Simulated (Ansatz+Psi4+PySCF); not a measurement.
Results of a calculation; reference values are marked as such.
A run of PySCF 2.14.0 on quintet CrO at this shape:

```tsv
atom	x (Å)	y (Å)	z (Å)
Cr	0.0000	0.0000	0.0000
O	-0.8789	-0.8111	-1.0852
```

Its results:

```json
{"Converged": "yes", "Reference energy": "-1118.17734 hartree", "Correlation energy": "-0.32247 hartree", "Total energy": "-1118.49981 hartree", "Spin squared of the determinant": "6.698"}
```

Messages of the program:
```
WARN: HOMO -0.154671033912509 >= LUMO -0.239320553625296
WARN: HOMO -0.154671033912509 >= LUMO -0.239320553625296
```

**Question.** Which input gives this output? Name the method, the orbitals and the basis set, and write the input.

**Answer.** UHF-MP2 in cc-pVTZ.

```python
from pyscf import gto, scf, mp

mol = gto.M(atom="""
Cr 0.000000 0.000000 0.000000
O -0.878900 -0.811100 -1.085200
""", basis='cc-pvtz', charge=0, spin=4)
mf = scf.UHF(mol)
mf.kernel()
pt = mp.MP2(mf, frozen=10).run()
print(mf.e_tot, pt.e_corr, pt.e_tot)
```

This is not the lowest solution: another run reaches a determinant 0.42 eV lower. Caution: another spin multiplicity may lie lower; the unrestricted determinant is spin contaminated.
